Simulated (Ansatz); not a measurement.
## Match the barriers

Saddle point of GeH$_{4}$Se, closed shell (GeH₂ + H₂Se → GeH₄Se ([GeH3][SeH]); bonds formed: Ge1–H2; dative contacts that become bonds: Ge1–Se3; bonds broken: H2–Se3), PBE0-D4/def2-TZVP structure:

| atom | x (Å) | y (Å) | z (Å) |
| --- | --- | --- | --- |
| Ge1 | 1.1029 | 0.3174 | 0.0845 |
| H2 | 0.0032 | 0.1079 | -1.1828 |
| Se3 | -1.3088 | -0.8092 | -0.4591 |
| H4 | 0.6003 | 0.9845 | 1.3983 |
| H5 | 1.6028 | -1.0850 | 0.5427 |
| H6 | -2.0005 | 0.4845 | -0.3837 |

Program: Ansatz 0.2.0. Basis: def2-TZVPP, with def2-QZVPP for the basis limit. Cores are frozen in the correlated methods. Filled d shells of the heavier atoms are correlated. The def2 sets are not built for correlating such inner shells, so the correlated values are less sure here. Extrapolation: Hartree–Fock as exp(−7.88 √X), correlation as X^−2.97. Four methods, as single points on the PBE0-D4 structures, gave these electronic barriers from the start structure: 0.251, 0.360, 0.482, 0.980 eV.

Question: The methods were, in alphabetical order, HF, MP2, r2SCAN-D4, SPW92. Which gave which? (Judge from chemistry; the calculation decides.)

Answer: Computed: SPW92 0.251; r2SCAN-D4 0.360; MP2 0.482; HF 0.980 eV. For comparison, CCSD(T) at an estimated basis limit (MP2 extrapolated from triple and quadruple zeta, plus CCSD(T) − MP2 in triple zeta) gives 0.521 eV.

No T1 diagnostic of these runs exceeds 0.013. The restricted Hartree–Fock reference is unstable towards an unrestricted one at one or more of these structures.

Losses and insertions of silylenes and their heavier kin drive the gas-phase chemistry of silicon and germanium vapour deposition.

Labels in which every atom is bracketed show which atoms are joined, not bond orders.

For scale, one of the runs: CCSD(T)/def2-TZVPP, 152 basis functions, launched by `ansatz run in.yaml --threads 2 --pin off --events-out ev --progress --plain --max-ram 4352MiB`. Hardware: 2 CPU threads of an Arm Neoverse V2, shared host. Wall time 31 s; peak host memory 1 GiB.
